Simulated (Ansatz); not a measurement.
CrNF3⁻. The state is a doublet with charge -1. Geometry PBE0-D4/def2-SVPD; atoms count from 1.

```xyz
5

Cr    0.045    0.122   -0.013
N     1.476    0.515   -0.267
F     0.043   -1.681    0.073
F    -1.035    0.449   -1.434
F    -0.530    0.595    1.641
```

The relaxed charge -1 doublet is spin-contaminated (final ⟨S²⟩ up to 0.83, 0.75 for a pure state). No other spin state of charge -1 was run.

Estimate the Mulliken populations from the PBE0/def2-TZVPD orbitals of Ansatz.


| atom | charge (e) | spin (α − β) | d electrons |
| --- | --- | --- | --- |
| Cr1 | 1.94 | 1.36 | 4.15 |
| N2 | -0.68 | -0.42 | – |
| F3 | -0.73 | 0.02 | – |
| F4 | -0.77 | 0.02 | – |
| F5 | -0.77 | 0.02 | – |
Mulliken values and Mayer orders depend strongly on the basis. With diffuse functions, as here, like atoms can get unlike values, and bond orders can come out too low or too high.

Where does the spin sit?

Summed by element: Cr 1.36, N -0.42, F 0.06, of 1 unpaired in all. Largest on single atoms: Cr1 1.36, N2 -0.42, F4 0.02.

And the Mayer bond orders between bonded heavy atoms (over 0.3)?

Cr1–N2 2.39 (1.51 Å); Cr1–F3 0.34 (1.81 Å).
